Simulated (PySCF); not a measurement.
**How methods differ on the ionisation energy of Se³²⁺**

Se³²⁺ 1s2 (1S) → Se³³⁺ 1s1 (2S), as a difference of total energies. All numbers are calculated (PySCF 2.14, the non-relativistic Hamiltonian (point nucleus), in an even-tempered Gaussian basis (15 s from 45 bohr⁻², ratio 2.2; 7 p from 68 bohr⁻², ratio 2.4; 4 d from 200 bohr⁻², ratio 2.4; 3 f from 310 bohr⁻², ratio 2.4; 3 g from 460 bohr⁻², ratio 2.4)). Correlated levels: nothing frozen; virtual orbitals above 40 to 60 times the deepest correlated orbital energy dropped. The calculations carry no spin-orbit coupling.

| method | ionisation energy (eV) |
| --- | --- |
| UHF | 15153.0 |
| LDA | 15118.5 |
| PBE | 15148.4 |
| PBE0 | 15149.8 |
| r2SCAN | 15154.3 |
| BP86 | 15155.0 |
| MP2 (all electrons) | 15154.2 |
| SCS-MP2 (all electrons) | 15154.4 |

The gap to the reference is mostly relativistic.

For comparison: 15367.5 eV (theoretical estimate listed by NIST; NIST Atomic Spectra Database, ionization energies).
